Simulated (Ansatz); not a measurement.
A CCSD(T) single point on `B[SiH2]N[SiH2]F`.

```yaml
crystal:
  periodic: [false, false, false]
  atoms:
    - {symbol: B, position_ang: [-1.187826, 1.175216, 0.359593]}
    - {symbol: Si, position_ang: [0.028941, -0.039810, 1.427714]}
    - {symbol: N, position_ang: [0.889052, -0.909268, 0.163727]}
    - {symbol: Si, position_ang: [0.537466, -0.566602, -1.455380]}
    - {symbol: F, position_ang: [-0.150475, 0.918301, -1.383878]}
    - {symbol: H, position_ang: [-1.079803, 2.362844, 0.404357]}
    - {symbol: H, position_ang: [-2.203918, 0.723427, -0.082715]}
    - {symbol: H, position_ang: [-0.709505, -0.990092, 2.311447]}
    - {symbol: H, position_ang: [1.032530, 0.636211, 2.299761]}
    - {symbol: H, position_ang: [1.679419, -1.489214, 0.399292]}
    - {symbol: H, position_ang: [-0.501462, -1.401469, -2.098529]}
    - {symbol: H, position_ang: [1.742481, -0.474745, -2.311389]}
basis:
  gaussian: {orbitals: def2-TZVPP}
correlation: {method: ccsd_t}
output: {orbitals: {seedname: orbitals}}
```

```sh
$ ansatz run in.yaml --threads 4 --pin off --events-out ev --progress --plain
```

Output of Ansatz, abridged:

```
Functional definition: HF
1608 factors; integrals over basis functions are off by at most 9.9e-4 eV
mean field evaluation 1: about -20695.3806 eV, gradient 4.1e1 eV
mean field evaluation 2: about -20695.6454 eV, gradient 4.2e1 eV
mean field evaluation 4: about -20699.6172 eV, gradient 4.1e0 eV
mean field evaluation 8: about -20699.6876 eV, gradient 1.4e-1 eV
mean field -20699.68775439 eV, -760.6994942216 hartree, gradient 2.6e-6 eV, S^2 0.000000; 0 other end points of the search recorded, 0 dependent functions left out
13 core orbitals not correlated: weight in the atoms' cores, before any rotation towards them, 1.000 or more for the frozen orbitals, at most 0.000 for the correlated occupied ones
reference -20699.68775439 eV, -760.6994942216 hartree; 15, 15 occupied and 247, 247 virtual orbitals, 1608 factors
second order -22.06269842 eV of doubles, -0.00000000 eV of singles
cycle   1  -22.80070326 eV  change   -7.4e-1 eV  update   1.1e-1
cycle   2  -23.38992640 eV  change   -5.9e-1 eV  update   3.2e-2
cycle   3  -23.51990386 eV  change   -1.3e-1 eV  update   1.6e-2
cycle   4  -23.50789630 eV  change    1.2e-2 eV  update   3.6e-3
cycle   5  -23.50584772 eV  change    2.0e-3 eV  update   1.6e-3
cycle   6  -23.50653516 eV  change   -6.9e-4 eV  update   5.0e-4
cycle   7  -23.50628212 eV  change    2.5e-4 eV  update   2.0e-4
cycle   8  -23.50622720 eV  change    5.5e-5 eV  update   6.4e-5
cycle   9  -23.50626819 eV  change   -4.1e-5 eV  update   2.6e-5
cycle  10  -23.50626668 eV  change    1.5e-6 eV  update   9.7e-6
perturbative correction -0.80114362 eV, -0.0294414852 hartree
Total energy: -20723.99516469 eV, -761.5927750741 hartree
```

Hardware: 4 threads of a server CPU on a shared host. Wall time 3.4 min, peak host memory 7.2 GiB.

Correlation energy per correlated electron: -0.810 eV. T1 diagnostic: 0.0119.
